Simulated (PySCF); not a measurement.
A geometry optimisation on `CS[SiH2][TeH]`.

Method: PBE0-D3(BJ)/def2-SVP geometry optimisation, gas phase, def2 core potentials past Kr (PySCF 2.14.0). Start geometry: GFN2-xTB. The input is one job of a driver script: a line of settings, then coordinates in Å.

Input:
```
{"job": {"xc": "PBE0", "basis": "def2-SVP", "d3": "d3bj", "grid": 1, "maxiter": 30, "shake": 0.01, "kind": "geom"}, "charge": 0, "multiplicity": 1}
C     -1.748360    -0.619690     0.020040
S     -0.025950    -1.061870     0.121200
Si     0.853060     0.801370    -0.443740
Te     3.356820     0.504480    -0.405710
H     -1.977240     0.213410     0.693570
H     -2.011070    -0.296170    -1.004480
H     -2.335170    -1.472500     0.294650
H      0.364210     1.159360    -1.756410
H      0.394590     1.813270     0.530410
H      3.179560    -1.062590     0.076570
```

**Question.** Estimate the output.

**Answer.** 
```
step   0  E = -996.90700573  max force = 0.026211
step   1  E = -996.91013854  max force = 0.005276
step   2  E = -996.91025574  max force = 0.000798
step   3  E = -996.91027040  max force = 0.000365
optimisation converged
```

Energies in Eh; «max force» is the largest Cartesian gradient component in Eh/bohr.

**Question.** How much energy does the optimisation release, in kJ/mol?

**Answer.** E(step 0) − E(last step) = 0.003265 Eh, which is 8.6 kJ/mol.

**Question.** Give the first gradient maximum in eV/Å.

**Answer.** With 1 Eh/bohr = 51.422 eV/Å, 1.348 eV/Å.

Main results: final energy -996.91027 Eh after 3 steps; dipole 1.87 D.

On one thread, AMD EPYC 9B45 (x86_64) (shared host), this took 11 s and 0.45 GiB of memory at its peak.
Labels such as C1 count atoms from 1, the log's own numbers from 0.
